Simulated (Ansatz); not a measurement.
Program: Ansatz. Geometries: PBE0-D4/def2-TZVP. ΔE: electronic, gas phase. CCSD(T)/CBS is the MP2 limit (def2-TZVPP, def2-QZVPP) plus CCSD(T) − MP2 in def2-TZVPP, frozen cores. Functionals use def2-TZVPP. For Ge outer-core shells are correlated without core-valence functions, which leaves a few kJ/mol of doubt a bond. Scalar relativity is left out up to krypton. Each species was taken in one conformer, which may not be the lowest.

Reaction (redistribution): `[SiH3][O][Ge][O][SiH3]` + `N[SiH2]S` → `[NH2][Ge][O][SiH3]` + `[SiH3]O[SiH2]S`

`[SiH3][O][Ge][O][SiH3]`:

Cartesian coordinates in Å:
```
Si 1.722 0.906 1.309
O 0.659 0.604 0.096
Ge 0.225 1.220 -1.531
O -1.095 0.073 -1.835
Si -1.753 -1.163 -0.960
H 2.603 2.057 0.961
H 0.975 1.230 2.551
H 2.566 -0.294 1.538
H -2.313 -0.668 0.324
H -2.849 -1.750 -1.773
H -0.741 -2.215 -0.679
```

`N[SiH2]S`:

```xyz
8

N    -0.038   -1.311   -0.572
Si    0.396    0.157    0.182
S    -1.333    1.356    0.626
H    -0.104   -2.158   -0.034
H    -0.616   -1.339   -1.395
H     1.260    1.000   -0.683
H     1.125   -0.229    1.415
H    -0.690    2.524    0.460
```

`[NH2][Ge][O][SiH3]`:

```xyz
9

N    -1.388    1.188   -1.599
Ge    0.343    1.135   -1.070
O     0.062   -0.148    0.167
Si    0.988   -0.951    1.247
H    -1.733    1.799   -2.321
H    -2.101    0.599   -1.194
H     0.479   -0.714    2.624
H     0.944   -2.410    0.965
H     2.408   -0.498    1.182
```

`[SiH3]O[SiH2]S`:

```xyz
10

Si    1.080   -1.092    0.817
O    -0.178   -0.799   -0.197
Si   -0.849    0.408   -1.065
S    -0.533    2.325   -0.187
H     1.161   -2.560    1.012
H     0.849   -0.427    2.124
H     2.350   -0.593    0.229
H    -0.207    0.507   -2.397
H    -2.295    0.117   -1.172
H    -1.378    2.115    0.836
```

(1) Is it downhill or uphill in electronic energy at CCSD(T)/CBS, and by how much? (Estimate.)

(2) What do these levels give: B2PLYP, r2SCAN, r2SCAN0, CCSD(T)/def2-TZVPP, HF/CBS(def2), MP2/CBS(def2)? (Estimate.)

(3) What do rigid-rotor, harmonic-oscillator terms from PBE0-D4/def2-TZVP frequencies (298.15 K, 1 bar) make of the CCSD(T)/CBS value? (Estimate.)

Largest T1 diagnostic among the species: 0.014.

Answers

(1) The calculation gave: Downhill: ΔE = -26.5 kJ/mol.

(2) The calculation gave: B2PLYP -25.6, r2SCAN -27.1, r2SCAN0 -28.1, CCSD(T)/def2-TZVPP -26.5, HF/CBS(def2) -29.2, MP2/CBS(def2) -27.0 kJ/mol.

(3) Computed: ΔZPE = +2.1 kJ/mol, ΔH = -25.6 kJ/mol, ΔS = -2 J/(mol·K), ΔG = -24.9 kJ/mol. Modes under 50 cm⁻¹ make the entropy rough.

From BLYP to BHLYP (50 % exact exchange), in def2-TZVPP and without D4, ΔE moves by −4.2 kJ/mol. Leaving LDA and LC-ωPBE aside and taking each functional with its dispersion term where it has one, the values, not all of them listed here, spread over 7.6 kJ/mol, from r2SCAN0-D4 to revPBE-D4.
